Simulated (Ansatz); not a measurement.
Isomers of C5H10, B3LYP-D3(BJ)/def2-TZVP minima from an xTB search, which can miss the lowest.
Isomer 1, SMILES C1CCCC1 (charge 0, multiplicity 1, Z-matrix in Å and degrees):
```
C
H 1 1.0911
H 1 1.0947 2 107.50
C 1 1.5314 2 113.29 3 -121.60
H 4 1.0909 1 113.35 2 74.35
H 4 1.0938 5 107.24 1 120.69
C 1 1.5322 2 113.19 3 121.69
H 7 1.0908 1 113.23 2 -75.59
H 7 1.0935 8 107.15 1 -120.49
C 4 1.5411 5 112.75 6 121.38
H 10 1.0903 4 111.93 5 -88.01
H 10 1.0916 11 106.74 4 -120.43
C 7 1.5439 8 112.70 9 -121.23
H 13 1.0904 7 111.58 8 92.01
H 13 1.0912 14 106.68 7 120.64
```
Isomer 2, SMILES CC=C(C)C (charge 0, multiplicity 1):
```xyz
15

C      1.997     0.576     0.396
C      0.914    -0.440     0.207
C     -0.375    -0.234    -0.070
C     -1.325    -1.389    -0.227
C     -1.008     1.116    -0.250
H      2.803     0.424    -0.328
H      1.645     1.601     0.290
H      2.449     0.481     1.388
H      1.238    -1.473     0.311
H     -2.145    -1.322     0.496
H     -0.824    -2.347    -0.087
H     -1.785    -1.385    -1.220
H     -0.307     1.940    -0.136
H     -1.817     1.258     0.473
H     -1.462     1.195    -1.243
```

Cores are frozen in the correlated methods. MP2 and its Hartree–Fock in cc-pVTZ are density fitted.

The values were computed with Ansatz (a first-principles code). 

The energy of isomer 2 above isomer 1 is E(isomer 2) − E(isomer 1). Total energies (hartree):

| level | isomer 2 | isomer 1 |
|---|---|---|
| HF/cc-pVDZ | -195.1613683 | -195.1763093 |
| MP2/cc-pVDZ | -195.8674933 | -195.8890757 |
| HF/cc-pVTZ | -195.2157024 | -195.2290571 |
| MP2/cc-pVTZ | -196.0771314 | -196.0965272 |
| CCSD(T)/cc-pVDZ | -195.9584432 | -195.9771911 |

Q: Work out the energy of isomer 2 above isomer 1 at the basis-set limit: extrapolate the MP2 correlation part as X⁻³, take Hartree–Fock from the larger set, and add the CCSD(T) − MP2 difference of cc-pVDZ.

A: 
1. Differences (1 hartree = 627.509 kcal/mol): HF/cc-pVDZ 9.376; MP2/cc-pVDZ 13.543; HF/cc-pVTZ 8.380; MP2/cc-pVTZ 12.171; CCSD(T)/cc-pVDZ 11.765.
2. Correlation parts, MP2 less HF: 4.168 in cc-pVDZ (X = 2), 3.791 in cc-pVTZ (X = 3).
3. Limit (3³·(3.791) − 2³·(4.168))/(3³ − 2³) = 3.632; with HF/cc-pVTZ it gives 12.012.
4. CCSD(T) less MP2 in cc-pVDZ: -1.779.
Result: 10.23 kcal/mol, against 13.54 at MP2/cc-pVDZ. It is an estimate of this method's limit, not of the exact value.
